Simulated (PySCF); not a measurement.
# F²⁺ (fluorine, charge +2) across methods

[He] 2s1 2p4, high-spin 4P determinant (an excited configuration). Computed with PySCF 2.14 in dyall-acv3z, with the non-relativistic Hamiltonian (point nucleus).

| method | E (hartree) | mean ε 2s α (eV) | mean ε 2p α (eV) | mean ε 2p β (eV) | Σ⟨r²⟩ (bohr²) | ⟨S²⟩ |
| --- | --- | --- | --- | --- | --- | --- |
| revPBE | -97.1477 | -70.385 | -51.271 | -45.145 | 5.110 | 3.751 |
| r2SCANh | -97.1433 | -74.318 | -53.656 | -46.347 | 5.066 | 3.752 |
| PBE0 | -97.0804 | -74.930 | -54.538 | -47.278 | 5.089 | 3.751 |
| LDA | -96.4958 | -69.830 | -51.318 | -44.734 | 5.140 | 3.752 |
| CAM-B3LYP | -97.1268 | -75.913 | -55.868 | -49.094 | 5.111 | 3.751 |
| PBE | -97.0735 | -70.321 | -51.301 | -45.092 | 5.115 | 3.751 |
| UHF | -96.92218 | -88.124 | -63.594 | -52.284 | 5.059 | 3.753 |
| TPSSh | -97.1681 | -72.962 | -52.840 | -46.318 | 5.083 | 3.751 |

**Question.** Estimate the same row for r2SCAN.

**Answer.** E (hartree) = -97.1468; mean ε 2s α (eV) = -72.768; mean ε 2p α (eV) = -52.494; mean ε 2p β (eV) = -45.524; Σ⟨r²⟩ (bohr²) = 5.070; ⟨S²⟩ = 3.752.
